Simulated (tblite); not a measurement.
Species: C3H5GeN.
SMILES with atom numbers: `[H]/[N:5]=[CH:4]\[GeH2:3][C:2]#[CH:1]` (hydrogens: H6 on C1; H7, H8 on Ge3; H9 on C4; H10 on N5)

Computed with GFN2-xTB (tblite), gas phase: L-BFGS steps from a force-field or distance-geometry start until the largest atomic force falls under 0.01 eV/Å.

Step 86: E = -372.1778 eV
```
atom  x, y, z in Å  |  force x, y, z in eV/Å
C1      2.4165    0.7733   -0.2382   -0.044  -0.030  -0.039
C2      1.4345    0.0840   -0.3423    0.040  -0.012   0.026
Ge3    -0.1598   -0.9456   -0.4600    0.007  -0.004  -0.036
C4     -1.6323   -0.0106    0.4926   -0.072  -0.206  -0.018
N5     -1.6286    1.1271    1.0071   -0.035   0.124   0.056
H6      3.2904    1.3603   -0.1785   -0.042  -0.016   0.024
H7     -0.4668   -1.1335   -1.9195   -0.019   0.019  -0.023
H8      0.0707   -2.3186    0.1094    0.046   0.026   0.034
H9     -2.5652   -0.5704    0.5921    0.071   0.050  -0.033
H10    -0.7507    1.6386    0.9147    0.048   0.049   0.008
```

Step 87: E = -372.1788 eV
```
atom  x, y, z in Å  |  force x, y, z in eV/Å
C1      2.4067    0.7789   -0.2375   -0.029  -0.024  -0.034
C2      1.4294    0.0839   -0.3429    0.007  -0.041   0.019
Ge3    -0.1607   -0.9522   -0.4614   -0.003   0.022  -0.027
C4     -1.6312   -0.0091    0.4874    0.020  -0.063   0.029
N5     -1.6168    1.1274    1.0083   -0.009   0.040   0.011
H6      3.2772    1.3692   -0.1750   -0.020   0.001   0.023
H7     -0.4690   -1.1434   -1.9196   -0.016   0.015  -0.030
H8      0.0722   -2.3220    0.1133    0.046   0.019   0.036
H9     -2.5674   -0.5581    0.5814   -0.007   0.010  -0.029
H10    -0.7315    1.6301    0.9233    0.010   0.019   0.002
```

Step 88: E = -372.1802 eV
```
atom  x, y, z in Å  |  force x, y, z in eV/Å
C1      2.3746    0.7966   -0.2343   -0.079  -0.066  -0.042
C2      1.4155    0.0776   -0.3547    0.101   0.016   0.028
Ge3    -0.1629   -0.9732   -0.4658   -0.039   0.041  -0.024
C4     -1.6202   -0.0005    0.4740   -0.015   0.039   0.057
N5     -1.5755    1.1279    1.0155    0.032  -0.056  -0.039
H6      3.2315    1.4058   -0.1612   -0.023  -0.005   0.017
H7     -0.4838   -1.1844   -1.9196   -0.001   0.015  -0.011
H8      0.0795   -2.3318    0.1305    0.041   0.017   0.031
H9     -2.5809   -0.5142    0.5318    0.042   0.043  -0.009
H10    -0.6691    1.6009    0.9612   -0.057  -0.044  -0.007
```

Step 89: E = -372.1807 eV
```
atom  x, y, z in Å  |  force x, y, z in eV/Å
C1      2.3763    0.7940   -0.2345    0.011   0.011  -0.032
C2      1.4157    0.0793   -0.3575    0.006  -0.053   0.016
Ge3    -0.1634   -0.9707   -0.4672   -0.031   0.014  -0.033
C4     -1.6205   -0.0004    0.4750    0.000   0.021   0.028
N5     -1.5770    1.1269    1.0172   -0.013  -0.037  -0.020
H6      3.2330    1.4031   -0.1598   -0.019  -0.007   0.017
H7     -0.4853   -1.1867   -1.9215    0.002   0.020   0.007
H8      0.0831   -2.3281    0.1325    0.035   0.028   0.023
H9     -2.5800   -0.5136    0.5315    0.008   0.015  -0.004
H10    -0.6731    1.6008    0.9617    0.001  -0.010  -0.003
```

Q: Estimate the geometry and energy of step 90. (The exact step hangs on the optimiser's Hessian estimate; all steps are aligned on step 89, rigid shifts and turns removed.)

A: E = -372.1811 eV, largest force 0.056 eV/Å
```
atom  x, y, z in Å  |  force x, y, z in eV/Å
C1      2.3708    0.7957   -0.2336    0.005   0.006  -0.030
C2      1.4149    0.0762   -0.3639   -0.001  -0.042   0.020
Ge3    -0.1648   -0.9725   -0.4690   -0.016  -0.002  -0.017
C4     -1.6184    0.0010    0.4750   -0.002  -0.042  -0.032
N5     -1.5716    1.1265    1.0174    0.005   0.050   0.025
H6      3.2246    1.4074   -0.1530   -0.003   0.002   0.014
H7     -0.4911   -1.1937   -1.9206   -0.001   0.018  -0.004
H8      0.0903   -2.3265    0.1351    0.025   0.025   0.019
H9     -2.5812   -0.5041    0.5248   -0.020  -0.018   0.001
H10    -0.6647    1.5947    0.9655    0.008   0.003   0.004
```

The energy changes by -0.0004 eV. The first-order estimate −F·Δx gives -0.0007 eV and the mean of the old and new forces, exact on a quadratic surface, -0.0004 eV. The step makes an angle of 77° with the force vector and moves no atom by more than 0.012 Å.

What follows is the cost of the whole relaxation. Time: 0.81 s. Hardware: one thread of an Intel Xeon at 2.70 GHz, no GPU, shared host.
